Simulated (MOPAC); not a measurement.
MOPAC input (PM6):

```
PM6 PRECISE GNORM=0.05 LET XYZ UHF MS=0.5 GEO-OK AUX(PRECISION=9) THREADS=1
CH6BO2Si

C    -2.28603500 1    0.56971400 1   -0.23887800 1
Si   -0.84880800 1   -0.63947700 1   -0.34701300 1
B     0.97053700 1    0.03889800 1    0.16688800 1
O     1.20571300 1    1.37932100 1    0.06192000 1
O     2.01394400 1   -0.76450000 1    0.55573300 1
H    -2.56785500 1    0.74408600 1    0.80301600 1
H    -3.16419400 1    0.19598300 1   -0.76724500 1
H    -2.00031400 1    1.52740700 1   -0.67554500 1
H    -1.19130200 1   -1.96372300 1    0.24500900 1
H     2.11624800 1    1.61552400 1    0.28414000 1
H     1.79699500 1   -1.69795100 1    0.62641800 1
```

Output:

```
 *******************************************************************************
 **                                                                           **
 **                              MOPAC v23.2.5                                **
 **                                                                           **
 *******************************************************************************
 ** MOPAC's Digital Object Identifier: https://doi.org/10.5281/zenodo.6511958 **
 **                                                                           **
 ** Please cite the open-source release paper for use of this MOPAC version:  **
 ** J. E. Moussa and J. J. P. Stewart (2026)                                  **
 ** MOPAC: An open-source semiempirical molecular orbital program             **
 ** J. Open Source Softw., 11(119), 8025, https://doi.org/10.21105/joss.08025 **
 *******************************************************************************

                              PM6 CALCULATION RESULTS

 *******************************************************************************
 *  PM6        - The PM6 Hamiltonian to be used
 *  GEO-OK     - OVERRIDE INTERATOMIC DISTANCE AND OTHER SAFETY CHECKS
 *  UHF        - UNRESTRICTED HARTREE-FOCK CALCULATION
 *  MS=        - IN MECI, MAGNETIC COMPONENT OF SPIN =  0.5
 *  LET        - OVERRIDE SOME SAFETY CHECKS
 *  PRECISE    - TIGHTER CRITERIA TO BE USED
 *  XYZ        - CARTESIAN COORDINATE SYSTEM TO BE USED
 *  GNORM      - EXIT WHEN GRADIENT NORM DROPS BELOW 0.050
 *  AUX        - OUTPUT AUXILIARY INFORMATION
 *******************************************************************************
PM6 PRECISE GNORM=0.05 LET XYZ UHF MS=0.5 GEO-OK AUX(PRECISION=9) THREADS=1
 CH6BO2Si

   ATOM   CHEMICAL          X               Y               Z
  NUMBER   SYMBOL      (ANGSTROMS)     (ANGSTROMS)     (ANGSTROMS)

     1       C         -2.28603500  *   0.56971400  *  -0.23887800  *
     2      Si         -0.84880800  *  -0.63947700  *  -0.34701300  *
     3       B          0.97053700  *   0.03889800  *   0.16688800  *
     4       O          1.20571300  *   1.37932100  *   0.06192000  *
     5       O          2.01394400  *  -0.76450000  *   0.55573300  *
     6       H         -2.56785500  *   0.74408600  *   0.80301600  *
     7       H         -3.16419400  *   0.19598300  *  -0.76724500  *
     8       H         -2.00031400  *   1.52740700  *  -0.67554500  *
     9       H         -1.19130200  *  -1.96372300  *   0.24500900  *
    10       H          2.11624800  *   1.61552400  *   0.28414000  *
    11       H          1.79699500  *  -1.69795100  *   0.62641800  *

          CARTESIAN COORDINATES

    NO.       ATOM           X           Y           Z

     1         C         -2.2860      0.5697     -0.2389
     2        Si         -0.8488     -0.6395     -0.3470
     3         B          0.9705      0.0389      0.1669
     4         O          1.2057      1.3793      0.0619
     5         O          2.0139     -0.7645      0.5557
     6         H         -2.5679      0.7441      0.8030
     7         H         -3.1642      0.1960     -0.7672
     8         H         -2.0003      1.5274     -0.6755
     9         H         -1.1913     -1.9637      0.2450
    10         H          2.1162      1.6155      0.2841
    11         H          1.7970     -1.6980      0.6264

[...]
     3       B          0.94708300  *  -0.00577783  *   0.21258077  *
     4       O          1.17347664  *   1.31823322  *   0.52488464  *
     5       O          2.16399643  *  -0.67914971  *   0.17728335  *
     6       H         -2.34540590  *   1.29163942  *   0.34869450  *
     7       H         -3.27457763  *   0.15880397  *  -0.65563894  *
     8       H         -2.01324740  *   1.17063602  *  -1.38241596  *
     9       H         -1.38937698  *  -1.66849063  *   0.93411342  *
    10       H          2.08737202  *   1.58959889  *   0.66818296  *
    11       H          2.21614711  *  -1.59520281  *  -0.03489598  *

                             CARTESIAN COORDINATES

   1    C       -2.268716177     0.575515487    -0.488980542
   2   Si       -0.989695781    -0.733446371    -0.154778759
   3    B        0.947083001    -0.005777832     0.212580773
   4    O        1.173476637     1.318233215     0.524884641
   5    O        2.163996429    -0.679149709     0.177283355
   6    H       -2.345405895     1.291639425     0.348694497
   7    H       -3.274577626     0.158803973    -0.655638938
   8    H       -2.013247398     1.170636022    -1.382415960
   9    H       -1.389376977    -1.668490633     0.934113425
  10    H        2.087372015     1.589598892     0.668182958
  11    H        2.216147105    -1.595202808    -0.034895984

           Empirical Formula: C H6 O2 Si B  =    11 atoms

      MOLECULAR POINT GROUP   :   C1

          ALPHA EIGENVALUES
 -30.20366 -29.69656 -24.95858 -20.20868 -18.95418 -16.86631 -14.37592 -14.05152
 -13.89375 -13.79995 -13.07727 -11.95222 -11.32947  -9.68513  -7.04419  -0.31406
   0.26132   0.74934   1.68172   2.01288   2.26911   2.38176   3.40586   3.69694
   3.95796   4.50990   5.61049   5.71251   5.75181   5.96483   6.89988

           BETA EIGENVALUES
 -30.16516 -29.65740 -24.88585 -20.17769 -18.88049 -16.37909 -14.32950 -13.96311
 -13.86113 -13.72042 -13.05774 -11.91337 -11.15321  -9.42209  -1.30308   0.01617
   0.51090   0.94611   1.89608   2.13712   2.39810   2.52545   3.55194   3.81276
   4.07359   4.64871   5.64966   5.74174   5.75884   5.99346   6.91359

              NET ATOMIC CHARGES AND DIPOLE CONTRIBUTIONS

  ATOM NO.   TYPE          CHARGE      No. of ELECS.   s-Pop       p-Pop       d-Pop
    1          C          -0.766700        4.7667     1.07843     3.68827
    2         Si           0.235411        3.7646     1.39981     1.98462     0.38016
    3          B           0.290557        2.7094     1.05453     1.65492
    4          O          -0.514465        6.5145     1.72805     4.78642
    5          O          -0.571230        6.5712     1.70962     4.86161
    6          H           0.205353        0.7946     0.79465
    7          H           0.199202        0.8008     0.80080
    8          H           0.204852        0.7951     0.79515
    9          H           0.041604        0.9584     0.95840
   10          H           0.333650        0.6663     0.66635
   11          H           0.341766        0.6582     0.65823
 DIPOLE           X         Y         Z       TOTAL
 POINT-CHG.    -1.002    -2.178    -0.304     2.416
 HYBRID         0.346     1.372     0.167     1.425
 SUM           -0.656    -0.806    -0.137     1.048

          ATOMIC ORBITAL ELECTRON POPULATIONS

     Atom    s        px        py        pz      x^2-y^2     xz        z^2       yz        xy
    1  C   1.07843   1.23604   1.24628   1.20594
    2 Si   1.39981   0.61439   0.62356   0.74667   0.07848   0.03652   0.04264   0.12736   0.09517
    3  B   1.05453   0.70708   0.58308   0.36476
    4  O   1.72805   1.47057   1.52446   1.79139
    5  O   1.70962   1.62270   1.41964   1.81926
    6  H   0.79465
    7  H   0.80080
    8  H   0.79515
    9  H   0.95840
   10  H   0.66635
   11  H   0.65823

                    (SZ)    =    0.500000
                    (S**2)  =    0.751771

          ATOMIC ORBITAL SPIN POPULATIONS

    Atom   Total    s     px     py     pz   x^2-y^2  xz     z^2    yz     xy
         Atomic
    1  C  0.0367  0.003  0.011  0.020  0.003
    2 Si  0.8368  0.151 -0.004  0.156  0.460  0.004  0.007  0.006  0.054  0.002
    3  B  0.0735  0.048  0.026  0.002 -0.003
    4  O  0.0135  0.004 -0.000  0.009  0.001
    5  O  0.0056 -0.000  0.006  0.000  0.000
    6  H  0.0078  0.008
    7  H -0.0016 -0.002
    8  H -0.0007 -0.001
    9  H  0.0232  0.023
   10  H  0.0057  0.006
   11  H -0.0006 -0.001

 **********************
 *                    *
 * JOB ENDED NORMALLY *
 *                    *
 **********************

 == MOPAC DONE ==
```

The geometry given is a B3LYP-D3(BJ)/def2-TZVP minimum.
